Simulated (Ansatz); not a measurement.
```yaml
crystal:
  periodic: [false, false, false]
  atoms:
    - {symbol: N, position_ang: [-0.599155, 1.129218, 1.492133]}
    - {symbol: Si, position_ang: [-0.942938, 0.959388, -0.191760]}
    - {symbol: Si, position_ang: [0.705499, -0.506516, -0.961046]}
    - {symbol: N, position_ang: [0.488230, -2.029672, -0.227651]}
    - {symbol: Cl, position_ang: [2.497937, 0.446039, -0.431695]}
    - {symbol: H, position_ang: [0.337768, 1.394864, 1.756502]}
    - {symbol: H, position_ang: [-1.275481, 1.568122, 2.097340]}
    - {symbol: H, position_ang: [-2.309907, 0.385110, -0.315807]}
    - {symbol: H, position_ang: [-0.913993, 2.213036, -1.006440]}
    - {symbol: H, position_ang: [0.814924, -0.715554, -2.424559]}
    - {symbol: H, position_ang: [0.226914, -2.075726, 0.744797]}
    - {symbol: H, position_ang: [1.047103, -2.823409, -0.497813]}
basis:
  gaussian: {orbitals: 6-31G}
magnetization: {spin_polarized: true, initial_magnetization: 1}
hamiltonian: {xc: {name: r2SCAN50}}
output: {forces: true}
```

```sh
$ ansatz run in.yaml --threads 4 --pin off --events-out ev --progress --plain --max-ram 10444MiB
```

Shortened log:

```
Error: a molecule whose nuclei and cores have a total charge of 66 cannot have a net charge of 0 together with 1 unpaired electrons
```

Question: What is wrong with this run?

Answer: The number of unpaired electrons doesn't fit the electron count. The input was rejected before any iteration.
